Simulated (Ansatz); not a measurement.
CH₄F₂OTi, SMILES `[CH3][Ti]([OH])([F])[F]`. The species carries charge 0 and has multiplicity 1.

Z-matrix (Å, degrees):
```
C
Ti 1 2.047
H 1 1.093 2 109.3
H 1 1.093 2 109.8 3 120.2
H 1 1.094 2 108.7 3 -119.8
O 2 1.768 1 105.6 3 -59.4
F 2 1.760 1 105.8 3 60.2
F 2 1.757 1 105.9 3 -179.9
H 6 0.956 2 146.9 1 -121.8
```

Q: List the harmonic frequencies (cm⁻¹, unscaled) at PBE0-D4/def2-TZVP in Ansatz. (An estimate is asked.)

A: Computed: 114, 124, 161, 173, 181, 206, 226, 320, 554, 566, 580, 721, 790, 833, 1165, 1410, 1412, 3033, 3136, 3140, 3959.

Q: Is this a minimum?

A: Yes, all 21 modes are real.

Q: Give the ideal-gas thermochemistry at 298.15 K and 1 bar (rigid rotor, harmonic oscillator; point group C1, symmetry number 1).

A: Zero-point energy 136.4 kJ/mol; H(298) − E = 160.8 kJ/mol; entropy 368.6 J/(mol·K), of which translation 168.3, rotation 112.1, vibration 88.2; G(298) − E = 50.9 kJ/mol.

Q: And at 400, 500, 600, 800 and 1000 K?

A: 
```json
{"T (K)": "400", "H − E (kJ/mol)": "173.7", "S (J/mol/K)": "405.8", "G − E (kJ/mol)": "11.4"}
{"T (K)": "500", "H − E (kJ/mol)": "187.6", "S (J/mol/K)": "436.6", "G − E (kJ/mol)": "-30.8"}
{"T (K)": "600", "H − E (kJ/mol)": "202.3", "S (J/mol/K)": "463.5", "G − E (kJ/mol)": "-75.8"}
{"T (K)": "800", "H − E (kJ/mol)": "233.7", "S (J/mol/K)": "508.6", "G − E (kJ/mol)": "-173.2"}
{"T (K)": "1000", "H − E (kJ/mol)": "267.0", "S (J/mol/K)": "545.7", "G − E (kJ/mol)": "-278.7"}
```

Q: Rotational constants (cm⁻¹)?

A: 0.1042, 0.1028, 0.1023.
